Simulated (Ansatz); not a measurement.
A nudged elastic band was laid between two geometries of CH5ClO2Si (10 atoms, charge 0, multiplicity 1).

All numbers below come from RKS PBE0/def2-SVP (Ansatz).

```
movable images  : 6
climbing image  : no
spring          : 5.0 eV/Å²
optimiser       : quadratic models (default)
start path      : IDPP
force threshold : 0.05 eV/Å
iteration limit : 60
end points      : relaxed
```

Image 0:

```xyz
10
Properties=species:S:1:pos:R:3
O -0.940 1.209 -0.400
C 0.137 0.382 -0.260
O 0.685 -0.064 -1.432
Si -0.350 -1.118 0.838
Cl 1.470 1.319 0.662
H -0.673 2.027 -0.844
H 1.168 0.655 -1.865
H -1.401 -1.900 0.125
H -0.876 -0.605 2.132
H 0.863 -1.955 1.049
```

Image 7:

```xyz
10
Properties=species:S:1:pos:R:3
O -0.699 1.298 -0.707
C 0.242 0.350 -0.392
O 0.736 -0.178 -1.527
Si -0.330 -1.039 0.808
Cl 1.616 1.248 0.583
H -0.882 1.832 0.076
H 0.873 0.544 -2.160
H -1.409 -1.826 0.141
H -0.883 -0.365 2.019
H 0.819 -1.916 1.161
```

Which bonds break or form, and what moves?

No bond is made or broken. The dihedral H6–O1–C2–Si4 goes from 172 to 69°.

Give the energies along the band, and the barrier.

The forces met the threshold. The highest image is number 2 of 0 to 7, 0.2 kJ/mol above the first end and 7.4 kJ/mol above the last; the last end lies 7.2 kJ/mol below the first. The top lies less than 8 meV above the higher end, about what the thresholds resolve: that end is a shoulder or a very shallow well. No image climbed, so the highest image needn't sit at the top of the path.

| image | path coordinate (Å) | energy (kJ/mol) | dihedral H6–O1–C2–Si4 (°) |
| --- | --- | --- | --- |
| 0 | 0.00 | 0.0 | 172 |
| 1 | 0.21 | 0.0 | 161 |
| 2 | 0.41 | 0.2 | 148 |
| 3 | 0.62 | 0.1 | 131 |
| 4 | 0.82 | -1.4 | 114 |
| 5 | 1.02 | -4.2 | 96 |
| 6 | 1.23 | -6.4 | 81 |
| 7 | 1.43 | -7.2 | 69 |

What is the geometry of the highest image?


```xyz
10
Properties=species:S:1:pos:R:3:forces:R:3
O -0.899 1.187 -0.510 0.02 0.00 0.01
C 0.173 0.355 -0.290 -0.02 0.00 -0.01
O 0.747 -0.131 -1.425 0.00 0.00 0.01
Si -0.340 -1.109 0.844 0.00 0.00 0.00
Cl 1.445 1.350 0.656 0.00 0.00 0.00
H -0.584 2.097 -0.606 -0.01 0.00 -0.01
H 0.958 0.601 -2.023 0.00 0.00 0.00
H -1.391 -1.899 0.140 0.00 0.00 0.00
H -0.880 -0.544 2.111 0.00 0.00 0.00
H 0.855 -1.957 1.106 0.00 0.00 0.00
```

Time of the run: 98 s on 2 threads of Intel(R) Xeon(R) Platinum 8488C (Sapphire Rapids) (shared host), peak memory 0.25 GiB.
